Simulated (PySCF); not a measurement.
Excitation energy of Ir by level of theory

Ir [Xe] 4f14 5d7 6s2 (4F) → Ir [Xe] 4f14 5d8 6s1 (4F), as a difference of total energies. Calculation: PySCF 2.14, in ANO-RCC-VTZP (8s7p5d3f1g, 84 functions); scalar relativity by spin-free X2C-1e. The calculations carry no spin-orbit coupling.

```tsv
method	excitation energy (cm⁻¹)	error (cm⁻¹)
UHF	1748.9	+637
M06-L	2513.0	+1401
LC-wPBE	-1081.6	-2193
B3LYP	435.29	-676
```

Reference: 1111.6 cm⁻¹ (measured; NIST levels, between the centres of gravity of the two terms).
